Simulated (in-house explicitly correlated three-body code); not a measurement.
Computed with an exponentially correlated three-body code. Model: two electrons around a point charge, non-relativistic, variational in 260 exponentially correlated functions (energies converged to about 1e-7 hartree, or 1e-8 relative for large Z).

Command:
```bash
python run_hyl.py task.json out
```
Settings (lengths in bohr, energies in hartree):
```
Z                      8
screening              0.16
interaction_strength   1
functions              260
states_tried           13
```

Run time, properties included: 35 s on 1 thread of Intel(R) Xeon(R) 6975P-C (Granite Rapids), with other jobs on the host.

**Those bound S and P states to n = 4 that converged, binding against the one-electron ion.**

Given: nuclear charge 8; Yukawa screening of all interactions 0.16 1/bohr.

Computed: one-electron threshold -30.7389508 hartree.

```json
{"term": "1 1S", "energy (hartree)": "-56.7926948", "binding (eV)": "708.96"}
{"term": "2 3S", "energy (hartree)": "-36.2321788", "binding (eV)": "149.48"}
{"term": "2 1S", "energy (hartree)": "-35.9490625", "binding (eV)": "141.77"}
{"term": "2 3P", "energy (hartree)": "-35.9476321", "binding (eV)": "141.74"}
{"term": "2 1P", "energy (hartree)": "-35.7553907", "binding (eV)": "136.5"}
{"term": "3 3S", "energy (hartree)": "?", "binding (eV)": "?"}
{"term": "3 1S", "energy (hartree)": "-32.535441", "binding (eV)": "48.885"}
{"term": "3 3P", "energy (hartree)": "?", "binding (eV)": "?"}
{"term": "3 1P", "energy (hartree)": "-32.4743238", "binding (eV)": "47.222"}
{"term": "4 3S", "energy (hartree)": "-31.4508724", "binding (eV)": "19.372"}
{"term": "4 1S", "energy (hartree)": "-31.424417", "binding (eV)": "18.652"}
{"term": "4 3P", "energy (hartree)": "-31.4154969", "binding (eV)": "18.41"}
{"term": "4 1P", "energy (hartree)": "-31.396423", "binding (eV)": "17.891"}
```

**Question.** What belongs in the row 3 3S?

**Answer.** energy (hartree): -32.6075113; binding (eV): 50.846.

**Question.** What belongs in the row 3 3P?

**Answer.** energy (hartree): -32.525641; binding (eV): 48.618.

**Converged states only, values per electron or pair (inverse distances are <exp(-kr)/r>).**

```tsv
term	mean r (bohr)	mean r squared (bohr²)	mean inverse r (1/bohr)	mean r12 (bohr)	mean inverse r12 (1/bohr)	mean cosine	mean p1 dot p2 (bohr⁻²)	delta r1 (bohr⁻³)	delta r12 (bohr⁻³)
1 1S	0.19685	0.052004	7.5277	0.29053	4.5298	-0.016578	0.94983	149.74	15.858
2 3S	0.49893	0.40606	4.7465	0.84118	1.2516	-0.0054729	0.070087	89.472	-
2 1S	0.51551	0.4386	4.7245	0.86542	1.4714	-0.0082481	0.081807	88.92	2.6682
2 3P	0.44328	0.31731	4.7273	0.74204	1.4952	-0.070614	-3.8389	80.732	-
2 1P	?	?	?	?	?	?	?	?	?
3 3S	1.0393	2.0542	4.2389	1.9037	0.53218	-0.0017386	0.019683	83.655	-
3 1S	1.0648	2.1667	4.233	1.9526	0.5877	-0.00253	0.024504	83.539	0.74761
3 3P	0.99335	1.8893	4.2333	1.8145	0.59311	-0.01655	-0.86777	81.269	-
3 1P	1.0129	1.9709	4.2286	1.8477	0.6268	0.011016	0.89263	81.462	0.2149
4 3S	1.8602	7.0381	4.0653	3.5395	0.25141	-0.00068041	0.0074365	82.273	-
4 1S	1.8983	7.3451	4.0628	3.6149	0.2711	-0.00098279	0.0094654	82.234	0.28239
4 3P	?	?	?	?	?	?	?	?	-
4 1P	1.8574	7.0715	4.0607	3.5328	0.28494	0.0039267	0.32274	81.445	0.083636
```

**Question.** What belongs in the row 2 1P?

**Answer.** mean r (bohr): 0.4563; mean r squared (bohr²): 0.33904; mean inverse r (1/bohr): 4.7104; mean r12 (bohr): 0.74131; mean inverse r12 (1/bohr): 1.6151; mean cosine: 0.046946; mean p1 dot p2 (bohr⁻²): 3.6544; delta r1 (bohr⁻³): 81.599; delta r12 (bohr⁻³): 0.6906.

**Question.** What belongs in the row 4 3P?

**Answer.** mean r (bohr): 1.8284; mean r squared (bohr²): 6.8417; mean inverse r (1/bohr): 4.0627; mean r12 (bohr): 3.4767; mean inverse r12 (1/bohr): 0.27272; mean cosine: -0.0059263; mean p1 dot p2 (bohr⁻²): -0.30695; delta r1 (bohr⁻³): 81.378.

**Electric-dipole lines between converged S and P states, rate of the upper state's decay.**

| s state | p state | p minus s (eV) | oscillator strength from s | rate (1/s) |
| --- | --- | --- | --- | --- |
| 1 1S | 2 1P | 572.45 | 0.68844 | 3.2631e+12 |
| 1 1S | 3 1P | 661.74 | 0.13988 | 8.8598e+11 |
| 1 1S | 4 1P | 691.07 | 0.047934 | 3.3111e+11 |
| 2 1S | 2 1P | 5.2701 | 0.072302 | 2.9045e+07 |
| 2 1S | 3 1P | ? | ? | ? |
| 2 1S | 4 1P | 123.88 | 0.084056 | 1.8659e+10 |
| 3 1S | 2 1P | -87.619 | -0.056237 | 1.8734e+10 |
| 3 1S | 3 1P | 1.6631 | 0.14183 | 5.674e+06 |
| 3 1S | 4 1P | 30.994 | 0.3615 | 5.023e+09 |
| 4 1S | 2 1P | -117.85 | -0.011423 | 6.8845e+09 |
| 4 1S | 3 1P | -28.569 | -0.12453 | 4.4105e+09 |
| 4 1S | 4 1P | 0.76176 | 0.23542 | 1.9759e+06 |
| 2 3S | 2 3P | ? | ? | ? |
| 2 3S | 3 3P | 100.86 | 0.33363 | 4.9089e+10 |
| 2 3S | 4 3P | 131.07 | 0.079945 | 1.9864e+10 |
| 3 3S | 2 3P | -90.889 | -0.05895 | 2.1131e+10 |
| 3 3S | 3 3P | 2.2278 | 0.18174 | 1.3046e+07 |
| 3 3S | 4 3P | 32.436 | 0.33605 | 5.114e+09 |
| 4 3S | 2 3P | -122.36 | -0.011687 | 7.5933e+09 |
| 4 3S | 3 3P | -29.246 | -0.13309 | 4.9396e+09 |
| 4 3S | 4 3P | 0.96262 | 0.28699 | 3.8464e+06 |

**Question.** What belongs in the row 2 1S 3 1P?

**Answer.** p minus s (eV): 94.552; oscillator strength from s: 0.35871; rate (1/s): 4.6385e+10.

**Question.** What belongs in the row 2 3S 2 3P?

**Answer.** p minus s (eV): 7.7429; oscillator strength from s: 0.099193; rate (1/s): 8.6016e+07.

**Static dipole response.**

```tsv
state	polarisability (bohr³)
1 1S	0.0026581
2 1S	1.9704
2 3S	1.2611
```
